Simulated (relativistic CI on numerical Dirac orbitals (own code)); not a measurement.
Cr⁵⁺ in a cubic cluster: 2p photoemission with charge transfer

Computed with a charge-transfer multiplet model of a cubic metal-ligand cluster with up to 2 ligand holes, Slater and spin-orbit integrals from Dirac-Coulomb-Breit ions, Slater integrals scaled by 0.8. The ground state mixes d1 with configurations of k ligand holes L, whose averages lie at kΔ + k(k − 1)U_dd/2; a core hole lowers each added d electron by U_cd. 300 K, Lorentzian 0.6 eV and Gaussian 0.8 eV FWHM.

Atomic integrals in eV (Slater integrals scaled, ζ unscaled), ground: F2dd 9.377, F4dd 5.906, zeta_d 0.045; with the core hole: F2dd 9.377, F4dd 5.906, zeta_d 0.067, zeta_core 5.615, F2cd 6.891, G1cd 5.439, G3cd 3.098. Where a configuration has fewer than two d electrons, the dd integrals are those of d2.

Cluster parameters (eV): Δ = -0.5, U_dd = 6, 10Dq = 2.1, 10Dq(ligand) = 0.7, V(eg) = 2.6, V(t2g) = -1.12, final-state hopping factor = 1.

```csv
Case,n_d,d1,d2L,d3L2,S
U_cd = 6.5 eV,1.93,0.25,0.58,0.18,0.50
U_cd = 7.7 eV,1.93,0.25,0.58,0.18,0.50
U_cd = 8.3 eV,1.93,0.25,0.58,0.18,0.50
```

Weights, n_d and S are thermal averages at 300 K. Binding energies count from the first peak over 30 % of the highest in each spectrum, which can be another peak from case to case. The parameters are a model scan and need not match a compound or its usual spin state. Peaks in eV (height, largest 100):
- U_cd = 6.5 eV: 0.0 (100), 4.1 (12), 9.6 (43), 12.5 (17), 22.0 (5)
- U_cd = 7.7 eV: 0.0 (100), 9.7 (43), 13.0 (20), 22.4 (7)
- U_cd = 8.3 eV: 0.0 (100), 9.7 (44), 13.2 (21), 22.6 (9)

Curve for U_cd = 7.7 eV (points under 2 left out, the grid thinned):

E (eV), Intensity and a bar:
```
     -3.4        2.1 
     -2.7        3.3 
     -2.1        5.6 #
     -1.4       15.3 ####
     -0.8       49.1 ###############
     -0.1       98.6 ##############################
      0.5       87.9 ###########################
      1.2       59.5 ##################
      1.8       35.3 ##########
      2.5       20.3 ######
      3.1       14.5 ####
      3.8       13.4 ####
      4.5       12.1 ###
      5.1       11.2 ###
      5.8       11.6 ###
      6.4       11.9 ###
      7.1       12.8 ###
      7.7       13.5 ####
      8.4       17.6 #####
      9.0       30.8 #########
      9.7       43.4 #############
     10.3       35.2 ##########
     11.0       23.0 ######
     11.7       18.0 #####
     12.3       18.6 #####
     13.0       19.6 #####
     13.6       18.4 #####
     14.3       14.7 ####
     14.9       11.6 ###
     15.6        8.2 ##
     16.2        6.2 #
     16.9        4.8 #
     17.5        3.7 #
     18.2        2.9 
     18.9        2.3 
     20.6        2.3 
     21.3        3.9 #
     21.9        6.3 #
     22.6        7.3 ##
     23.2        5.6 #
     23.9        3.7 
     24.5        2.8 
     25.2        2.5 
     25.8        2.5 
     26.5        2.1
```

For the case U_cd = 7.7 eV, Δ = -0.5 eV is smaller than U_dd = 6 eV, the charge-transfer side of the Zaanen-Sawatzky-Allen scheme (negative Δ: between configuration averages a ligand hole costs less than the nominal valence; multiplet and field energies can change this for the lowest states). With the core hole the configuration with one ligand hole lies at Δ − U_cd = -7.0, -8.2, -8.8 eV from the one without, in the order of the table; where this is negative the screened configuration lies lower.

With at most 2 ligand holes the space is cut while the next configuration still counts, so covalency is underestimated, and a final configuration with one more ligand hole, which can lie low, is missing from the spectra.
